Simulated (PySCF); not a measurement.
**Electronic absorption of C6H5FOS**

Compound: C6H5FOS.
SMILES: `CC1=C(C(=O)F)SC=C1`

Theory: PySCF 2.14.0, density-fitted response routines, TDDFT B3LYP/def2-SVPD, vertical, gas phase, core orbitals frozen in the response. Isolated species at its GFN2-xTB geometry (one conformer only). Torsions of this conformer, `[CH3:1][c:2]1[cH:3][cH:4][s:5][c:6]1[C:7](=[O:8])[F:9]`: S5–C6–C7–O8 180°.

```
state  E (eV)  λ (nm)       f  symmetry  main configurations (H = HOMO, L = LUMO)
   S1    4.79   258.8   0.092        A′                    H-1→L (57%), H→L (38%)
   S2    4.92   252.0   0.228        A′                    H→L (58%), H-1→L (38%)
   S3    5.08   244.1  0.0000         –                               H-2→L (96%)
   S4    6.15   201.5  0.0015         –                               H→L+1 (92%)
   S5    6.36   194.8  0.0000         –                             H-1→L+1 (92%)
   S6    6.64   186.7   0.020        A′                               H→L+2 (87%)
   S7    6.67   185.9  0.0078        A″                               H→L+3 (94%)
   S8    6.72   184.5  0.0048        A″                               H-3→L (93%)
```

Triplets (Tamm–Dancoff): T1 3.20 eV, H→L (96%); T2 3.75 eV, H-1→L (96%); T3 4.71 eV, H-2→L (93%).

The lowest singlet comes at 259 nm (462 kJ/mol) in the ultraviolet; it is of moderate strength; its leading configuration is HOMO-1→LUMO (57%). The most intense listed level is S2 at 4.92 eV (252 nm, f = 0.228), 0.13 eV above S1. Löwdin shares by element: HOMO carbon 61% or more, sulfur 12% (atoms not listed hold the other 27%); LUMO carbon 46% or more, sulfur 15% (atoms not listed hold the other 39%). Of the 8 states listed, 3 reach f = 0.01 and 2 stay under 0.0005. Weighted by f, the mean energy of these states is 5.05 eV. The listed states span 1.93 eV, and the widest gap between neighbours is 1.07 eV (S3 to S4). Symmetry labels in Cs follow from the direction of the transition dipole and are given only for states with f of 0.002 or more. Only the lowest 8 singlets were computed, as vertical energies without vibronic structure.
